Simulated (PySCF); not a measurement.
C7H8O, charge -1, doublet, geometry from GFN2-xTB (a state made from the parent by changing its charge; the spin is typed, not shown lowest) (in this run its highest filled SCF level lies above zero, so its values depend strongly on the basis, on diffuse functions most of all), with bond 13-5 at 1.5 times its length; PBE/STO-3G (PySCF).

Input for PySCF:
```python
from pyscf import gto, scf, dft

mol = gto.M(
    atom='''
C    -2.77121118    0.23994044   -0.12958900
O    -1.72656556   -0.47586576   -0.69640917
C    -0.41480403   -0.18609183   -0.23796529
C     0.57638089   -0.93693092   -0.84633274
C     1.95745203   -0.72101169   -0.45145035
C     2.23818130    0.22105693    0.51308302
C     1.24591567    0.96727554    1.11675891
C    -0.14392109    0.75840415    0.72765808
H    -3.69040157   -0.11864350   -0.60395580
H    -2.84707108    0.07724334    0.95580377
H    -2.68021740    1.32166249   -0.30819494
H     0.32250921   -1.66874338   -1.60032154
H     3.13287683   -1.59663327   -1.15834687
H     3.27619734    0.38445309    0.81097107
H     1.47210552    1.70835316    1.87621521
H    -0.90962762    1.35150459    1.21049448
''',
    basis='sto-3g',
    charge=-1,
    spin=1,
    verbose=4,
)

mf = dft.UKS(mol)
mf.xc = 'pbe'
mf.kernel()
mo_i, mo_e, stable_i, stable_e = mf.stability(internal=True, external=False, return_status=True, nroots=6, tol=1e-6)
print('internally stable:', stable_i, ' externally stable:', stable_e)
if not stable_i:
    umf = mf.copy()
    umf.scf_summary = {}
    umf.kernel(umf.make_rdm1(mo_i, mf.mo_occ))
```

Task: Write the output that PySCF gives for this input, abridged.

Result: 
```
PySCF version 2.14.0

[INPUT] verbose = 4
[INPUT] num. atoms = 16
[INPUT] num. electrons = 59
[INPUT] charge = -1
[INPUT] spin (= nelec alpha-beta = 2S) = 1
[INPUT] symmetry False subgroup None
[INPUT] Mole.unit = angstrom
[INPUT] Symbol           X                Y                Z      unit          X                Y                Z       unit  Magmom
[INPUT]  1 C     -2.771211180000   0.239940440000  -0.129589000000 AA   -5.236830163533   0.453421717808  -0.244887718756 Bohr   0.0
[INPUT]  2 O     -1.726565560000  -0.475865760000  -0.696409170000 AA   -3.262736044506  -0.899255958458  -1.316022601936 Bohr   0.0
[INPUT]  3 C     -0.414804030000  -0.186091830000  -0.237965290000 AA   -0.783866012066  -0.351662592719  -0.449689225253 Bohr   0.0
[INPUT]  4 C      0.576380890000  -0.936930920000  -0.846332740000 AA    1.089202025533  -1.770542836437  -1.599337088853 Bohr   0.0
[INPUT]  5 C      1.957452030000  -0.721011690000  -0.451450350000 AA    3.699048238674  -1.362514626710  -0.853117520339 Bohr   0.0
[INPUT]  6 C      2.238181300000   0.221056930000   0.513083020000 AA    4.229549674123   0.417737055637   0.969586386965 Bohr   0.0
[INPUT]  7 C      1.245915670000   0.967275540000   1.116758910000 AA    2.354439390604   1.827885857591   2.110368487068 Bohr   0.0
[INPUT]  8 C     -0.143921090000   0.758404150000   0.727658080000 AA   -0.271971443649   1.433176135234   1.375074483527 Bohr   0.0
[INPUT]  9 H     -3.690401570000  -0.118643500000  -0.603955800000 AA   -6.973848256965  -0.224203721460  -1.141311053343 Bohr   0.0
[INPUT] 10 H     -2.847071080000   0.077243340000   0.955803770000 AA   -5.380184598370   0.145968757547   1.806207354127 Bohr   0.0
[INPUT] 11 H     -2.680217400000   1.321662490000  -0.308194940000 AA   -5.064876840294   2.497580135211  -0.582404029577 Bohr   0.0
[INPUT] 12 H      0.322509210000  -1.668743380000  -1.600321540000 AA    0.609454079550  -3.153467960381  -3.024169421842 Bohr   0.0
[INPUT] 13 H      3.132876830000  -1.596633270000  -1.158346870000 AA    5.920279190696  -3.017199601669  -2.188958341547 Bohr   0.0
[INPUT] 14 H      3.276197340000   0.384453090000   0.810971070000 AA    6.191115702629   0.726511047843   1.532513217245 Bohr   0.0
[INPUT] 15 H      1.472105520000   1.708353160000   1.876215210000 AA    2.781876259260   3.228319596435   3.545532897643 Bohr   0.0
[INPUT] 16 H     -0.909627620000   1.351504590000   1.210494480000 AA   -1.718947077140   2.553973531193   2.287503042498 Bohr   0.0

nuclear repulsion = 341.51587507727
number of shells = 32
number of NR pGTOs = 144
number of NR cGTOs = 48
basis = sto-3g
ecp = {}

******** <class 'pyscf.dft.uks.UKS'> ********
method = UKS
initial guess = minao
damping factor = 0
level_shift factor = 0
DIIS = <class 'pyscf.scf.diis.CDIIS'>
diis_start_cycle = 1
diis_space = 8
diis_damp = 0
SCF conv_tol = 1e-09
SCF conv_tol_grad = None
SCF max_cycles = 50
direct_scf = True
direct_scf_tol = 1e-13
number electrons alpha = 30  beta = 29
XC library pyscf.dft.libxc version 7.1.2
    S. Lehtola, C. Steigemann, M. J. T. Oliveira, and M. A. L. Marques,  SoftwareX 7, 1–5 (2018)
XC functionals = pbe
    J. P. Perdew, K. Burke, and M. Ernzerhof,  Phys. Rev. Lett. 77, 3865 (1996)
    J. P. Perdew, K. Burke, and M. Ernzerhof,  Phys. Rev. Lett. 78, 1396 (1997)
    J. P. Perdew, K. Burke, and M. Ernzerhof,  Phys. Rev. Lett. 77, 3865 (1996)
    J. P. Perdew, K. Burke, and M. Ernzerhof,  Phys. Rev. Lett. 78, 1396 (1997)
radial grids:
    Treutler-Ahlrichs [JCP 102, 346 (1995); DOI:10.1063/1.469408] (M4) radial grids

becke partition: Becke, JCP 88, 2547 (1988); DOI:10.1063/1.454033
pruning grids: <function nwchem_prune>
grids dens level: 3
symmetrized grids: False
atomic radii adjust function: <function treutler_atomic_radii_adjust>
small_rho_cutoff = 0
Set gradient conv threshold to 3.16228e-05
tot grids = 191376
init E= -342.90678567765

cycle= 1 E= -341.613473019552  delta_E= 1.29  |g|= 0.396  |ddm|= 4.03
cycle= 2 E= -341.358208868198  delta_E= 0.255  |g|= 0.613  |ddm|= 2.47
cycle= 3 E= -341.670811769273  delta_E= -0.313  |g|= 0.27  |ddm|= 2.28
cycle= 4 E= -341.723478143639  delta_E= -0.0527  |g|= 0.0877  |ddm|= 0.54
cycle= 5 E= -341.729784368201  delta_E= -0.00631  |g|= 0.0503  |ddm|= 0.177
cycle= 6 E= -341.731345371695  delta_E= -0.00156  |g|= 0.0213  |ddm|= 0.102
cycle= 7 E= -341.731605116452  delta_E= -0.00026  |g|= 0.00946  |ddm|= 0.0616
cycle= 8 E= -341.731658700029  delta_E= -5.36e-05  |g|= 0.00446  |ddm|= 0.0312
cycle= 9 E= -341.731673590965  delta_E= -1.49e-05  |g|= 0.000696  |ddm|= 0.0112
cycle= 10 E= -341.73167415633  delta_E= -5.65e-07  |g|= 0.000354  |ddm|= 0.00189
cycle= 11 E= -341.731674240149  delta_E= -8.38e-08  |g|= 0.000232  |ddm|= 0.000928
cycle= 12 E= -341.731674281388  delta_E= -4.12e-08  |g|= 4.31e-05  |ddm|= 0.00045
cycle= 13 E= -341.731674282324  delta_E= -9.36e-10  |g|= 4.05e-05  |ddm|= 0.000146
cycle= 14 E= -341.731674283757  delta_E= -1.43e-09  |g|= 1.51e-05  |ddm|= 0.000103
cycle= 15 E= -341.731674284039  delta_E= -2.82e-10  |g|= 7.99e-06  |ddm|= 4.37e-05
Extra cycle  E= -341.731674283875  delta_E= 1.65e-10  |g|= 1.85e-05  |ddm|= 4.49e-05
converged SCF energy = -341.731674283875  <S^2> = 0.75770031  2S+1 = 2.0076855
uhf_internal: lowest eigs of H = [0.01985086 0.06386864 0.2700047  0.27572677 0.30775652 0.32882126]
<class 'pyscf.dft.uks.UKS'> wavefunction is stable in the internal stability analysis
internally stable: True  externally stable: None
```
